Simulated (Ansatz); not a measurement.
System: LaF₂, charge 0, doublet. LaF2 (parent SMILES [F][La][F], doublet).
B3LYP-D3(BJ)/def2-TZVP minimum from Ansatz (an electronic-structure program):
```
La
F 1 2.1292
F 1 2.1292 2 111.65
```
Charge 0, spin multiplicity 2.

Total energies in hartree (Ansatz). UHF or UKS for unpaired electrons; spin-orbit terms are left out. Cores are frozen in correlated methods (noble-gas shells, and filled d and f shells in the p block). Past Kr the def2 sets carry scalar-relativistic core potentials. For partners of very few electrons the exact lower level stands in for a higher one. The determinant of La ([La], doublet) is a saddle point of the SCF energy; a lower one exists, which strains HF and MP2. The spin of F2La (parent SMILES [F][La][F], doublet) was assumed, and the state is the lowest solution found for it.

| species | HF/def2-TZVPP | CCSD(T)/def2-TZVPP | HF/def2-QZVPP | CCSD(T)/def2-QZVPP | CCSD(T)/def2-SVP | CCSDT(Q)/def2-SVP |
|---|---|---|---|---|---|---|
| 1: LaF2 (parent SMILES [F][La][F], doublet) | -230.26589 | -230.84020 | -230.27922 | -230.90492 | -230.43853 | -230.44002 |
| 2: La (doublet) | -31.07625 | -31.11672 | -31.07676 | -31.11948 | -31.10914 | -31.11008 |
| 3: F (doublet) | -99.41180 | -99.62506 | -99.41589 | -99.65118 | -99.43472 | -99.43491 |

Problem. Work out the atomisation energy (electronic, to ground-state atoms) in kcal/mol: take Hartree-Fock from def2-QZVPP, extrapolate the CCSD(T) correlation energy as X^-3 (X = 3, 4), and add CCSDT(Q) - CCSD(T) in def2-SVP. 1 hartree = 627.51 kcal/mol.

Solution. 
Species 1: correlation (64·(-0.62570) - 27·(-0.57431))/37 = -0.66320; step -0.00149; E1 = -230.27922 + (-0.66320) + (-0.00149) = -230.94391
Species 2: correlation (64·(-0.04272) - 27·(-0.04047))/37 = -0.04436; step -0.00094; E2 = -31.07676 + (-0.04436) + (-0.00094) = -31.12206
Species 3: correlation (64·(-0.23529) - 27·(-0.21326))/37 = -0.25137; step -0.00019; E3 = -99.41589 + (-0.25137) + (-0.00019) = -99.66745
-1·E1 +1·E2 +2·E3 = 0.48695 hartree = 305.6 kcal/mol.
